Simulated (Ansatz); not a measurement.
1,3,5-triphenylbenzene (C₂₄H₁₈) was relaxed with PBE-D4 (def2-SVP) in Ansatz in these states: charge +1 doublet, charge -1 doublet, neutral singlet. The geometries follow in no particular order.

Single mean-field runs in def2-SVP are fitted with def2-universal-jkfit.

A:

```xyz
42

C     4.888   -0.722   -2.885
C     4.853    0.155   -1.782
C     3.667    0.333   -1.067
C     2.487   -0.359   -1.440
C     1.237   -0.181   -0.675
C    -0.020   -0.264   -1.339
C    -1.257   -0.082   -0.657
C    -2.529   -0.201   -1.396
C    -2.616    0.180   -2.762
C    -3.827    0.089   -3.452
C    -4.974   -0.400   -2.800
C    -4.902   -0.792   -1.449
C    -3.695   -0.693   -0.754
C    -1.213    0.183    0.719
C     0.021    0.280    1.417
C     0.043    0.564    2.857
C     1.174    1.185    3.463
C     1.189    1.462    4.829
C     0.085    1.112    5.633
C    -1.041    0.489    5.055
C    -1.066    0.226    3.686
C     1.234    0.097    0.699
C     2.536   -1.231   -2.560
C     3.726   -1.416   -3.268
H     5.823   -0.858   -3.449
H     5.758    0.708   -1.490
H     3.642    1.044   -0.227
H    -0.036   -0.477   -2.417
H    -1.733    0.588   -3.276
H    -3.882    0.403   -4.505
H    -5.925   -0.483   -3.347
H    -5.795   -1.188   -0.943
H    -3.641   -1.031    0.292
H    -2.151    0.380    1.254
H     2.030    1.487    2.844
H     2.062    1.958    5.279
H     0.101    1.325    6.713
H    -1.897    0.206    5.684
H    -1.939   -0.283    3.253
H     2.189    0.113    1.242
H     1.641   -1.798   -2.856
H     3.753   -2.106   -4.124
```

B:

```xyz
42

C    -2.794    4.639   -2.009
C    -3.168    3.341   -2.397
C    -2.499    2.219   -1.892
C    -1.412    2.349   -0.979
C    -0.716    1.157   -0.453
C     0.599    1.256    0.021
C     1.327    0.137    0.522
C     2.705    0.264    0.997
C     3.515    1.407    0.703
C     4.828    1.522    1.162
C     5.419    0.506    1.944
C     4.642   -0.632    2.248
C     3.328   -0.751    1.791
C     0.649   -1.121    0.516
C    -0.664   -1.267    0.046
C    -1.302   -2.602    0.022
C    -2.376   -2.885   -0.867
C    -2.993   -4.144   -0.890
C    -2.573   -5.165   -0.024
C    -1.514   -4.903    0.871
C    -0.900   -3.646    0.893
C    -1.358   -0.121   -0.441
C    -1.056    3.669   -0.596
C    -1.724    4.790   -1.099
H    -3.327    5.519   -2.400
H    -3.996    3.200   -3.112
H    -2.789    1.214   -2.232
H     1.095    2.237   -0.013
H     3.105    2.209    0.072
H     5.412    2.419    0.898
H     6.455    0.599    2.305
H     5.070   -1.439    2.866
H     2.748   -1.640    2.077
H     1.204   -2.023    0.809
H    -2.697   -2.107   -1.575
H    -3.816   -4.331   -1.600
H    -3.066   -6.151   -0.037
H    -1.172   -5.687    1.565
H    -0.099   -3.450    1.622
H    -2.422   -0.198   -0.703
H    -0.250    3.812    0.140
H    -1.419    5.797   -0.771
```

C:

```csv
atom,x (Å),y (Å),z (Å)
C1,-0.479,2.335,-5.222
C2,-0.883,3.056,-4.087
C3,-0.768,2.486,-2.811
C4,-0.250,1.183,-2.641
C5,-0.132,0.580,-1.289
C6,-0.359,-0.797,-1.092
C7,-0.233,-1.389,0.181
C8,-0.497,-2.838,0.374
C9,-1.516,-3.495,-0.352
C10,-1.764,-4.862,-0.170
C11,-0.996,-5.604,0.741
C12,0.021,-4.966,1.468
C13,0.267,-3.599,1.288
C14,0.131,-0.572,1.270
C15,0.365,0.809,1.108
C16,0.746,1.655,2.268
C17,0.280,2.984,2.382
C18,0.639,3.782,3.476
C19,1.475,3.270,4.481
C20,1.947,1.952,4.381
C21,1.586,1.154,3.288
C22,0.229,1.369,-0.178
C23,0.151,0.470,-3.794
C24,0.039,1.039,-5.069
H25,-0.568,2.782,-6.224
H26,-1.299,4.069,-4.196
H27,-1.112,3.050,-1.931
H28,-0.642,-1.424,-1.951
H29,-2.141,-2.916,-1.049
H30,-2.570,-5.350,-0.739
H31,-1.190,-6.678,0.883
H32,0.635,-5.541,2.178
H33,1.083,-3.114,1.843
H34,0.181,-1.011,2.278
H35,-0.398,3.386,1.613
H36,0.255,4.811,3.549
H37,1.758,3.897,5.340
H38,2.611,1.543,5.159
H39,1.984,0.130,3.205
H40,0.461,2.434,-0.328
H41,0.583,-0.537,-3.682
H42,0.368,0.469,-5.951
```

Task: Judge from the bond lengths which geometry belongs to which state (an estimate).

Result: A is the charge +1 doublet (C5–C22 1.401 Å, C7–C14 1.401 Å, C5–C6 1.424 Å); B is the charge -1 doublet (C5–C22 1.430 Å, C7–C14 1.429 Å, C5–C6 1.403 Å); C is the neutral singlet (C5–C22 1.410 Å, C7–C14 1.410 Å, C5–C6 1.409 Å).

At PBE-D4/def2-SVP the gap within one spin of the relaxed charge 1 doublet nearly closes, so an electron or hole may be smeared out by delocalisation error. At PBE-D4/def2-SVP the gap within one spin of the relaxed charge -1 doublet nearly closes, so an electron or hole may be smeared out by delocalisation error. At PBE-D4/def2-SVP the highest occupied level of the relaxed charge -1 doublet lies above zero (up to 1.20 eV). By energy differences its removal costs 0.23 eV (each at its own geometry, to the charge 0 singlet, at PBE0-D4/def2-TZVP).
